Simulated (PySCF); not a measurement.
Can point charges reproduce the dipole moment of `C1[C@H]2CC[C@@H](C1)N2`?

Coordinates (GFN2-xTB, Å) and charges (e) from the PBE0/pcSseg-1 density (PySCF):

```json
{"atom": "C1", "x": "-1.192", "y": "0.152", "z": "0.866", "Mulliken": "-0.1518", "IAO": "-0.2909", "Hirshfeld": "-0.0820", "ESP-fitted": "-0.1636"}
{"atom": "C2", "x": "-1.036", "y": "0.968", "z": "-0.431", "Mulliken": "-0.1516", "IAO": "-0.2909", "Hirshfeld": "-0.0821", "ESP-fitted": "-0.1778"}
{"atom": "C3", "x": "0.056", "y": "0.167", "z": "-1.174", "Mulliken": "-0.1815", "IAO": "-0.0138", "Hirshfeld": "+0.0110", "ESP-fitted": "+0.1775"}
{"atom": "C4", "x": "1.401", "y": "0.422", "z": "-0.482", "Mulliken": "-0.1259", "IAO": "-0.2687", "Hirshfeld": "-0.0752", "ESP-fitted": "-0.2134"}
{"atom": "C5", "x": "1.245", "y": "-0.394", "z": "0.816", "Mulliken": "-0.1266", "IAO": "-0.2687", "Hirshfeld": "-0.0752", "ESP-fitted": "-0.1866"}
{"atom": "C6", "x": "-0.163", "y": "-0.979", "z": "0.648", "Mulliken": "-0.1813", "IAO": "-0.0137", "Hirshfeld": "+0.0111", "ESP-fitted": "+0.2015"}
{"atom": "N7", "x": "-0.180", "y": "-1.219", "z": "-0.789", "Mulliken": "-0.3683", "IAO": "-0.4271", "Hirshfeld": "-0.1773", "ESP-fitted": "-0.7081"}
{"atom": "H8", "x": "-0.975", "y": "0.734", "z": "1.759", "Mulliken": "+0.1145", "IAO": "+0.1320", "Hirshfeld": "+0.0349", "ESP-fitted": "+0.0657"}
{"atom": "H9", "x": "-2.198", "y": "-0.259", "z": "0.964", "Mulliken": "+0.1158", "IAO": "+0.1307", "Hirshfeld": "+0.0326", "ESP-fitted": "+0.0575"}
{"atom": "H10", "x": "-0.735", "y": "1.997", "z": "-0.248", "Mulliken": "+0.1145", "IAO": "+0.1320", "Hirshfeld": "+0.0349", "ESP-fitted": "+0.0718"}
{"atom": "H11", "x": "-1.961", "y": "0.982", "z": "-1.010", "Mulliken": "+0.1158", "IAO": "+0.1307", "Hirshfeld": "+0.0326", "ESP-fitted": "+0.0632"}
{"atom": "H12", "x": "0.069", "y": "0.320", "z": "-2.252", "Mulliken": "+0.0953", "IAO": "+0.1363", "Hirshfeld": "+0.0412", "ESP-fitted": "+0.0521"}
{"atom": "H13", "x": "2.216", "y": "0.036", "z": "-1.092", "Mulliken": "+0.1241", "IAO": "+0.1422", "Hirshfeld": "+0.0377", "ESP-fitted": "+0.0991"}
{"atom": "H14", "x": "1.573", "y": "1.480", "z": "-0.299", "Mulliken": "+0.1117", "IAO": "+0.1294", "Hirshfeld": "+0.0354", "ESP-fitted": "+0.0864"}
{"atom": "H15", "x": "1.329", "y": "0.218", "z": "1.712", "Mulliken": "+0.1118", "IAO": "+0.1293", "Hirshfeld": "+0.0354", "ESP-fitted": "+0.0786"}
{"atom": "H16", "x": "1.981", "y": "-1.193", "z": "0.869", "Mulliken": "+0.1241", "IAO": "+0.1422", "Hirshfeld": "+0.0376", "ESP-fitted": "+0.0918"}
{"atom": "H17", "x": "-0.350", "y": "-1.876", "z": "1.238", "Mulliken": "+0.0953", "IAO": "+0.1363", "Hirshfeld": "+0.0412", "ESP-fitted": "+0.0404"}
{"atom": "H18", "x": "-1.087", "y": "-1.550", "z": "-1.107", "Mulliken": "+0.1641", "IAO": "+0.2325", "Hirshfeld": "+0.1060", "ESP-fitted": "+0.3639"}
```

Form Σ q r in debye for every column and set it beside the full dipole.

The full density gives (-0.87, 0.64, 0.30) D, 1.12 D in size; dipole vectors point from the negative to the positive end.

```json
{"scheme": "Mulliken", "μx": "0.25", "μy": "2.22", "μz": "1.43", "size (D)": "2.65", "share of the full size (%)": "237", "angle to the full dipole (°)": "57"}
{"scheme": "IAO", "μx": "-0.35", "μy": "0.65", "μz": "0.37", "size (D)": "0.83", "share of the full size (%)": "74", "angle to the full dipole (°)": "26"}
{"scheme": "Hirshfeld", "μx": "-0.22", "μy": "0.10", "μz": "0.03", "size (D)": "0.25", "share of the full size (%)": "22", "angle to the full dipole (°)": "15"}
{"scheme": "ESP-fitted", "μx": "-0.86", "μy": "0.66", "μz": "0.32", "size (D)": "1.13", "share of the full size (%)": "101", "angle to the full dipole (°)": "2"}
```

Which set comes closest?

Length of the difference vector: ESP-fitted 0.03 D, IAO 0.53 D, Hirshfeld 0.88 D, Mulliken 2.25 D. Closest: ESP-fitted. 

What is left for the Hirshfeld atoms' own dipoles?

The shares of the density sum to the whole, so what Σ q r misses lies in dipoles about the nuclei. The atomic dipoles sum to (-0.87, 0.64, 0.30) − (-0.22, 0.10, 0.03) = (-0.65, 0.54, 0.27) D, 0.88 D in size.

With the origin at the mean of the coordinates, (0.000, 0.000, -0.001) Å, which are the largest single terms, by size, of the ESP-fitted dipole along the direction of the full one?

N7 +2.60, C2 -1.06, C4 +1.00, C1 -0.98, H13 -0.95 D; all 18 atoms together +1.13 D. The single terms depend on the origin, their sum doesn't.

Give the size of the full dipole in other units.

1.12 D = 0.440 au = 0.233 e·Å = 3.73 × 10⁻³⁰ C·m.

Geometry: GFN2-xTB; no solvent, vibrations or thermal averaging.
